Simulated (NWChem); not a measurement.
All runs are NWChem calculations. System: phosphorus nitride (NP), charge 0, spin multiplicity 1, at a geometry optimised with PBE0/def2-SVP. Level: CIS/aug-cc-pVDZ.

Input file:

```
start mol
memory heap 200 mb stack 800 mb global 1000 mb
geometry units angstroms nocenter noautoz
  N      0.000000     0.000000     1.014929
  P      0.000000     0.000000    -0.473634
  symmetry group C2v
end
basis spherical
  * library aug-cc-pvdz
end
dft
  xc hfexch
  semidirect memsize 60000000 filesize 0
  iterations 100
end
tddft
  cis
  nroots 6
  notriplet
  thresh 1e-4
end
task tddft energy
```

NWChem printed:

```
             Northwest Computational Chemistry Package (NWChem) 7.3.0
             --------------------------------------------------------

                                NWChem Input Module
                                -------------------

 Scaling coordinates for geometry "geometry" by  1.889725989
 (inverse scale =  0.529177249)

 Turning off AUTOSYM since
 SYMMETRY directive was detected!

                             Geometry "geometry" -> ""
                             -------------------------

 Output coordinates in angstroms (scale by  1.889725989 to convert to a.u.)

  No.       Tag          Charge          X              Y              Z
 ---- ---------------- ---------- -------------- -------------- --------------
    1 N                    7.0000     0.00000000     0.00000000     1.01492900
    2 P                   15.0000     0.00000000     0.00000000    -0.47363400

 Effective nuclear repulsion energy (a.u.)      37.3270134653

            Nuclear Dipole moment (a.u.)
            ----------------------------
        X                 Y               Z
 ---------------- ---------------- ----------------
     0.0000000000     0.0000000000    -0.0000132281

      Symmetry information
      --------------------

 Group name             C2v
 Group number             16
 Group order               4
 No. of unique centers     2

      Symmetry unique atoms

     1    2


 Summary of "ao basis" -> "" (spherical)
 ------------------------------------------------------------------------------
       Tag                 Description            Shells   Functions and Types
 ---------------- ------------------------------  ------  ---------------------
 *                        aug-cc-pvdz                 on all atoms

  xc_inp: hfexch multiplicative factor not found.

                                 NWChem DFT Module
                                 -----------------

 Summary of "ao basis" -> "ao basis" (spherical)
 ------------------------------------------------------------------------------
       Tag                 Description            Shells   Functions and Types
[...]
     Occ.    8  a1  ---  Virt.   12  b1      -0.12146
     Occ.    8  a1  ---  Virt.   16  b1       0.05874
     Occ.    8  a1  ---  Virt.   26  b1       0.06400
     Occ.    9  a1  ---  Virt.   12  b1       0.87949
     Occ.    9  a1  ---  Virt.   16  b1      -0.36652
     Occ.    9  a1  ---  Virt.   19  b1       0.17182
     Occ.    9  a1  ---  Virt.   26  b1      -0.14094
     Occ.    9  a1  ---  Virt.   40  b1      -0.05967
  ----------------------------------------------------------------------------
  Root   5 singlet b2             0.207449685 a.u.                5.6450 eV
  ----------------------------------------------------------------------------
     Transition Moments    X -0.00547   Y  0.22542   Z -0.00000
     Transition Moments   XX -0.00000  XY -0.00000  XZ  0.04819
     Transition Moments   YY -0.00000  YZ -1.98667  ZZ -0.00000
     Dipole Oscillator Strength                    0.0070317737
     Electric Quadrupole                           0.0000001877
     Magnetic Dipole                               0.0000038878
     Total Oscillator Strength                     0.0070358493

          sigma_e =   1.5423 Angstrom
          sigma_h =   1.3412 Angstrom
         |d_h->e| =   0.6147 Angstrom
            d_exc =   2.1088 Angstrom
            d_CD1 =   0.8158 Angstrom
            d_CD2 =  -0.8270 Angstrom
            d_CD3 =   2.7236 Angstrom
     Pearson C.C. =   0.0261

     Occ.    7  a1  ---  Virt.   13  b2       0.06017
     Occ.    8  a1  ---  Virt.   13  b2       0.12146
     Occ.    8  a1  ---  Virt.   17  b2      -0.05874
     Occ.    8  a1  ---  Virt.   25  b2       0.06400
     Occ.    9  a1  ---  Virt.   13  b2      -0.87949
     Occ.    9  a1  ---  Virt.   17  b2       0.36652
     Occ.    9  a1  ---  Virt.   20  b2      -0.17182
     Occ.    9  a1  ---  Virt.   25  b2      -0.14094
     Occ.    9  a1  ---  Virt.   39  b2      -0.05967
  ----------------------------------------------------------------------------
  Root   6 singlet a1             0.322152649 a.u.                8.7662 eV
  ----------------------------------------------------------------------------
     Transition Moments    X  0.00000   Y -0.00000   Z -1.04716
     Transition Moments   XX  1.50233  XY -0.00000  XZ  0.00000
     Transition Moments   YY  1.50233  YZ -0.00000  ZZ -2.27120
     Dipole Oscillator Strength                    0.2355014288
     Electric Quadrupole                           0.0000008451
     Magnetic Dipole                               0.0000000000
     Total Oscillator Strength                     0.2355022739

          sigma_e =   2.0752 Angstrom
          sigma_h =   1.3079 Angstrom
         |d_h->e| =   0.9222 Angstrom
            d_exc =   2.6044 Angstrom
            d_CD1 =   1.6895 Angstrom
            d_CD2 =  -0.7694 Angstrom
            d_CD3 =   3.5266 Angstrom
     Pearson C.C. =   0.0156

     Occ.    8  a1  ---  Virt.   15  a1      -0.07013
     Occ.    9  a1  ---  Virt.   14  a1       0.33322
     Occ.    9  a1  ---  Virt.   15  a1      -0.06225
     Occ.    9  a1  ---  Virt.   18  a1      -0.28303
     Occ.    9  a1  ---  Virt.   21  a1      -0.29159
     Occ.    9  a1  ---  Virt.   24  a1       0.16804
     Occ.    9  a1  ---  Virt.   27  a1       0.11970
     Occ.    9  a1  ---  Virt.   30  a1       0.09378
     Occ.    9  a1  ---  Virt.   44  a1      -0.05558
     Occ.   10  b1  ---  Virt.   12  b1      -0.56576
     Occ.   10  b1  ---  Virt.   16  b1       0.05856
     Occ.   11  b2  ---  Virt.   13  b2      -0.56576
     Occ.   11  b2  ---  Virt.   17  b2       0.05856

              Target root =      1
          Target symmetry = none
      Ground state energy =   -395.150856903372
        Excitation energy =      0.153503423246
     Excited state energy =   -394.997353480126

  stored tddft:energy   -394.99735348012598

 Task  times  cpu:       68.8s     wall:       68.8s

 Total times  cpu:       68.8s     wall:       68.8s
```
